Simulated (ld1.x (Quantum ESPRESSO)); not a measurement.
# Building the ultrasoft potential for Ca (Z = 20) (LDA (PZ), scalar-relativistic).

Ca (Z = 20), ultrasoft, made with ld1.x (Quantum ESPRESSO) 7.5 (LDA (PZ), scalar-relativistic). Core [Ne], reference 3s2 3p6 3d0 4s0 4p0 (charge +2). Waves: 3s (bound): rcut 1.50, rcutus 1.60 bohr; 4s (bound, empty): rcut 1.50, rcutus 1.60 bohr; 3p (bound): rcut 1.65, rcutus 1.90 bohr; 4p (bound, empty): rcut 1.65, rcutus 1.90 bohr; 3d (bound, empty): rcut 2.30, rcutus 2.90 bohr; 3d channel at 0.45 Ry: rcut 2.30, rcutus 2.90 bohr. Local part: all-electron potential smoothed inside 1.65 bohr (lloc = -1). Core correction: Bessel-smoothed model core, default radius (core density twice the valence density). Augmentation charge: PSQ, inside the norm-conserving radii.

All-electron outer shells of the reference configuration (LDA (PZ), scalar-relativistic, ld1.x):

```csv
shell,level (eV),outermost node (bohr),outermost maximum (bohr)
2p,-350.13,–,0.25
3s,-62.07,0.45,0.99
3p,-43.12,0.42,1.04
3d,-16.12,–,1.21
4s,-14.41,1.40,2.83
4p,-10.49,1.55,3.33
```

(1) Is the overlap operator S = 1 + Σ q|β⟩⟨β| positive definite (Bessel basis up to 400 Ry)?

(2) Tests: 3s2 3p6 3d0 4s2 4p0; 3s2 3p6 3d0 4s1 4p0; 3s2 3p6 3d0 4s1.5 4p0; 3s2 3p6 3d1 4s0 4p0; 3s2 3p6 3d1 4s1 4p0; 3s2 3p6 3d0 4s0 4p1; 3s2 3p6 3d0 4s1 4p1. Which has the largest error in its energy relative to the reference configuration, and how large is it?

Answers

(1) No: its lowest eigenvalue is -2.337, in the s channel, so the generalised eigenproblem breaks down once the basis is large enough.

(2) 3s2 3p6 3d1 4s0 4p0, with +33 meV (all-electron minus pseudo) on -10.61 eV.

The ghost test of this file was not conclusive. Its overlap operator is not positive definite in a basis up to 400 Ry (lowest eigenvalue s -2.34, p -0.80), so the file is unfit for use: the generalised eigenproblem breaks down once the basis is large enough, and its test numbers describe a broken file.
